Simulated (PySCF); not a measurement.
# What a mistake does to a calculation on AlBH5NSi

Calculated results; nothing here was measured. The program is PySCF 2.14.0, an open-source quantum chemistry code, run on an isolated molecule that a program drew, which may never have been made. The molecule is AlBH5NSi (charge 0, singlet), drawn as the SMILES string `B[SiH]=[N][AlH2]`.

Each row is a Hartree-Fock (HF) and frozen-core CCSD(T) single point in the cc-pV(D+d)Z basis, meant for a local HF minimum. Run 1 is clean. Each other run has one planted mistake out of seven kinds, and not every kind appears here: one electron removed, one electron added, multiplicity raised by two, geometry at a saddle point, minimal basis STO-3G, one bond length entered in bohr, all coordinates scaled. The reference is restricted for singlets and unrestricted otherwise, and also for a bond in bohr. Adding or removing an electron swaps singlet and doublet. Electrons count all cores. HOMO and LUMO are orbital energies over both spins, the gradient is its largest component, and the lowest frequency (negative if imaginary) is given only where the gradient is small. Bond lengths are over the 8 bonds as drawn. T1 is the CCSD diagnostic: over 0.02 (restricted) or 0.045 (unrestricted) a single reference is doubtful.

Geometry of the clean run:
```xyz
9
AlBH5NSi, angstrom
B    -1.7258    3.3674    0.5027
Si   -0.2091    3.1521    1.8305
N     0.5577    1.8065    2.0623
Al    1.4383    0.3226    2.3520
H    -2.8604    3.1571    0.8243
H    -1.5110    3.6941   -0.6296
H     0.1090    4.4016    2.5677
H     0.9383   -0.7015    3.4515
H     2.7339   -0.0156    1.5064
```

| run | electrons | basis functions | <S^2> | HOMO (eV) | LUMO (eV) | gradient (hartree/bohr) | lowest frequency (cm^-1) | mean bond (Å) | longest bond (Å) | T1 | HF (hartree) | CCSD(T) (hartree) | mistake |
|---|---|---|---|---|---|---|---|---|---|---|---|---|---|
| 1 | 44 | 99 | 0.000 | -9.91 | 0.84 | 2.8e-05 | 73 | 1.5489 | 2.027 | 0.0190 | -612.86824 | -613.33316 | no fault |
| 2 | 44 | 99 | 0.000 | -9.59 | -0.11 | 2.0e-05 | -164 | 1.5531 | 2.045 | 0.0183 | -612.86041 | -613.32438 | geometry at a saddle point |
| 3 | 45 | 99 | 0.761 | -1.31 | 5.60 | 5.0e-02 | - | 1.5489 | 2.027 | 0.0206 | -612.87416 | -613.35966 | one electron added |
| 4 | 44 | 99 | 0.000 | -10.11 | 0.89 | 4.5e-02 | - | 1.4900 | 1.950 | 0.0176 | -612.85391 | -613.31226 | all coordinates scaled |
| 5 | 43 | 99 | 0.769 | -15.30 | -5.78 | 7.1e-02 | - | 1.5489 | 2.027 | 0.0295 | -612.59246 | -613.00804 | one electron removed |
| 6 | 44 | 99 | 2.034 | -6.21 | -1.19 | 8.1e-02 | - | 1.5489 | 2.027 | 0.0584 | -612.77731 | -613.22828 | ? |

**Which mistake was planted in run 6, and what did it cost?**

Electrons, basis and geometry are unchanged, and <S^2> is 2.034, beside S(S+1) = 2.00 for a multiplicity of 3. So the mistake is: multiplicity raised by two. Subtracting run 1 and multiplying by 627.51 kcal/mol a hartree, the energy moved by 57.1 kcal/mol in HF and 65.8 kcal/mol in CCSD(T).

Cautions from the logs. Run 6: T1 is over the limit, so its CCSD(T) energy is less reliable.
